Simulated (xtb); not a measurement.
W(O)(S)(OH)(NH2) (H3NO2SW), SMILES [NH2][W](=[O])([OH])=[S], multiplicity 1. All values are semi-empirical tight-binding results from xtb (GFN2-xTB unless named), good for trends rather than for accurate numbers. The structure is a stationary point at GFN2-xTB. The multiplicity is an assumed one; no other spin state was optimised. The structure was generated by enumeration; whether it is a known compound was not checked. Other conformers were not sampled.

Optimised geometry:

```xyz
8

W     -0.0003     0.1787    -0.0053
O      1.1234     1.0920     0.8524
S      0.5811    -1.9333     0.0012
O     -0.2490     0.7227    -1.7544
H     -0.2072     1.0952    -2.6454
N     -1.6825     0.2361     1.0459
H     -1.9408     0.9815     1.7046
H     -2.3408    -0.5368     1.2044
```

For metal compounds this method's bond lengths and energies can be far off.

```yaml
orbital_gap: 2.76 eV
zero_point_energy: 23.8 kcal/mol
G − E(el) at 298.15 K (modified RRHO): 2.7 kcal/mol
```

Computed atomic charges and the Wiberg bond orders between heavy atoms:
charges (e) W1 1.05, O2 -0.51, S3 -0.40, O4 -0.47, H5 0.34, N6 -0.42, H7 0.21, H8 0.21. Bond orders W1–O2 2.12, W1–S3 2.12, W1–O4 1.21, W1–N6 1.23.
